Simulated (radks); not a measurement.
All-electron atom: the rhenium ion Re2+ in [Xe] 4f13 5d5 6p1 (not the ground configuration).

All-electron calculation, Dirac Kohn-Sham, PBEsol, spin-unpolarised, spherical densities, point nucleus; open shells fill j = l - 1/2 first. Program: a radial shooting solver on a logarithmic mesh with Libxc functionals.

Energy parts (Ry):
part                       energy
total                 -33420.4629
kinetic                37803.2140
electron-nucleus      -83472.8221
Hartree                12902.6152
exchange-correlation    -653.4701

Orbitals (lengths in bohr, moments of r in powers of bohr; r(max) is where P^2 peaks):
orbital  occ.  eigenvalue (Ry)   r(max)       <r^4>
1s1/2       2        -5260.154  0.01124   5.460e-07
2s1/2       2        -913.3319  0.06473  0.00008128
2p1/2       2        -873.9883  0.04803  0.00004884
2p3/2       4        -768.2316  0.05497  0.00007201
3s1/2       2        -213.3404   0.1823    0.002995
3p1/2       2        -195.7941   0.1706    0.002637
3p3/2       4        -172.8332   0.1848    0.003514
3d3/2       4        -143.3770   0.1445    0.002374
3d5/2       6        -138.3937   0.1485    0.002591
4s1/2       2        -46.34942   0.4128     0.06923
4p1/2       2        -39.03041   0.4121     0.07514
4p3/2       4        -33.63491   0.4419     0.09983
4d3/2       4        -21.61849   0.4373      0.1251
4d5/2       6        -20.61686   0.4467      0.1366
5s1/2       2         -8.09174   0.9292       1.992
5p1/2       2         -5.82534   0.9896       2.941
4f5/2       6         -5.45794   0.4110      0.3278
4f7/2       7         -5.26602   0.4157      0.3483
5p3/2       4         -4.96332    1.069       4.102
5d3/2       4         -1.96499    1.323       16.51
5d5/2       1         -1.87815    1.360       18.61
6p1/2       1         -1.17701    2.701       163.4
6p3/2       0         -1.07565    2.921       216.3

The highest occupied level is 6p1/2 at -16.014 eV. Summed over all electrons, <r^2> = 48.55 bohr^2, which gives a Langevin (diamagnetic) susceptibility term of -38.5 x 10^-6 cm^3/mol.
